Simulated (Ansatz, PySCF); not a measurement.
Dimer: SiH4 (SMILES [SiH4]) (first 5 atoms) with Si2H6 (SMILES [SiH3][SiH3]); geometry from B3LYP-D3(BJ)/def2-TZVP, rigid monomers moved along the line of their centres of mass till Si1···H11 is 2.91 Å.
(charge 0, multiplicity 1):
| atom | x (Å) | y (Å) | z (Å) |
|---|---|---|---|
| Si | -0.0956 | 0.1107 | -0.1592 |
| H | -0.2077 | -1.1479 | 0.6113 |
| H | -1.4479 | 0.5939 | -0.5160 |
| H | 0.6863 | -0.1350 | -1.3923 |
| H | 0.5919 | 1.1291 | 0.6652 |
| Si | 0.8922 | -0.8690 | 3.4873 |
| Si | -0.7946 | 0.7599 | 3.4654 |
| H | 0.3044 | -2.2182 | 3.3059 |
| H | 1.6014 | -0.8325 | 4.7900 |
| H | 1.8780 | -0.6290 | 2.4075 |
| H | -1.6397 | 0.6346 | 2.2537 |
| H | -0.2017 | 2.1187 | 3.4892 |
| H | -1.6636 | 0.5997 | 4.6571 |

Counterpoise-corrected where a basis set is named; no monomer relaxation. Rows marked so take none.

Correlated levels freeze the cores. Rows in 6-31G* carry no dispersion term and start afresh at each structure (6-31G* with six Cartesian d functions).

Programs: Ansatz (Gaussian basis) for Hartree–Fock, density functionals and correlated methods; PySCF for 6-31G* rows. Each number belongs to the level named beside it.

Task: Predict the interaction energy from CCSD(T)/aug-cc-pV(D+d)Z.

Result: -0.1 kcal/mol

Task: Give the interaction energy at the level SCS-MP2/aug-cc-pV(D+d)Z.

Result: 0.8 kcal/mol

Task: Give the interaction energy at the level BP86/6-31G* (no counterpoise).

Result: 2.5 kcal/mol

Ansatz is a quantum-chemistry and plane-wave program.
